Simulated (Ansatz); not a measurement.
Consider the formal loss of a carbene: `CC[SiH2]O` → `[CH2]` (triplet) + `C[SiH2]O`.

Isolated molecules relaxed with PBE0-D4/def2-TZVP in Ansatz; ΔE leaves out vibrations. CBS: MP2 limit from def2 TZ/QZ plus the TZ coupled-cluster correction, frozen cores. This one scheme is used for every species. Functionals use def2-TZVPP. B3LYP here is the variant with VWN-RPA as its local correlation; programs differ in this. Triplets are unrestricted, without spin–orbit coupling. Each species was taken in one conformer, which may not be the lowest.

```csv
level,ΔE (kJ/mol),difference from CCSD(T)/CBS
BLYP-D4,416.3,-7.6
B97M-V,422.2,-1.7
r2SCANh-D4,398.4,-25.5
BHLYP-D4,405.1,-18.8
CAM-B3LYP-D4,420.6,-3.3
B2PLYP,413.2,-10.7
PBE-QIDH,419.9,-4.0
BLYP,401.6,-22.3
B3LYP,405.6,-18.3
r2SCANh,396.4,-27.5
BHLYP,397.0,-26.9
CAM-B3LYP,414.6,-9.3
RPA@PBE/def2-TZVPP,407.7,-16.2
HF/def2-SVP,285.0,-138.9
HF/def2-QZVPP,276.0,-147.9
CCSD/CBS(def2),412.8,-11.1
CCSD(T)/CBS,423.9,0
```

(1) What do rigid-rotor, harmonic-oscillator terms from PBE0-D4/def2-TZVP frequencies (298.15 K, 1 bar) make of the CCSD(T)/CBS value? (Best estimate.)

Largest T1 diagnostic among the species: 0.011.

Results:

(1) Ansatz gave: ΔZPE = -30.5 kJ/mol, ΔH = +400.0 kJ/mol, ΔS = 161 J/(mol·K), ΔG = +351.9 kJ/mol. Open shells count their whole term as degenerate.

In def2-TZVPP, CCSD(T) changes the Hartree–Fock value by +136.9 kJ/mol (the triples alone add +11.1 kJ/mol) and MP2 by +149.3 kJ/mol. Leaving LDA and LC-ωPBE aside and taking each functional with its dispersion term where it has one, the values, not all of them listed here, spread over 38.1 kJ/mol, from r2SCAN0-D4 to ωB97X-V. LDA lies +73.3 kJ/mol from PBE without D4.
